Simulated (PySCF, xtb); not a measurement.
C6H4F2, SMILES C([C@@H](C=C=CF)F)#C. Other conformers were not sampled.

Harmonic wavenumbers (cm⁻¹) from GFN2-xTB (xtb) at its own minimum, in rising order: 33, 78, 134, 175, 194, 277, 320, 457, 503, 558, 629, 679, 691, 705, 841, 868, 979, 1028, 1063, 1150, 1195, 1211, 1251, 1416, 2084, 2283, 2839, 3047, 3055, 3396.

Task: What does PBE-D3(BJ)/def2-SVP in PySCF give at its own minimum? (An estimate is asked for; the answer gives what the named calculation found.)

Result: 41, 81, 145, 186, 212, 295, 341, 485, 532, 600, 642, 687, 697, 757, 836, 875, 970, 1032, 1097, 1159, 1228, 1252, 1286, 1426, 2039, 2166, 2920, 3062, 3103, 3405. Paired by order, the mean absolute difference is 26 cm⁻¹ and the zero-point energies are 47.4 and 48.0 kcal/mol.
